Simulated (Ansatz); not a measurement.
Mulliken charges of C3ClN3Sn, SMILES `N#[C][Sn]([Cl])([C]#N)[C]#N` from ωB97M-V/def2-TZVPP in Ansatz (PBE0-D4/def2-TZVP geometry).

```
atom   x (Å)   y (Å)   z (Å)  charge (e)
  N1   2.802   0.100   1.388       0.016
  C2   1.836   0.068   0.764      -0.322
 Sn3   0.102   0.007  -0.378       1.138
 Cl4   0.637   0.086  -2.588      -0.220
  C5  -1.099   1.631   0.109      -0.322
  N6  -1.764   2.533   0.373       0.016
  C7  -0.926  -1.752   0.029      -0.322
  N8  -1.496  -2.728   0.247       0.016
```

Problem. By hand: the dipole of these point charges (1 e Å = 4.8032 D).

Solution. Σ q r = (0.029, 0.005, -0.119) e Å, of length 0.123 e Å = 0.59 D.

Problem. How does the dipole of the full density compare? (Best estimate.)

Solution. Computed: (0.099, 0.015, -0.407) e Å, 2.01 D; the point charges give 0.29 times that, at 0° from its direction.

Point charges leave out the atoms' own dipoles, such as those of lone pairs, and Mulliken's split depends on the basis, so the two needn't agree.
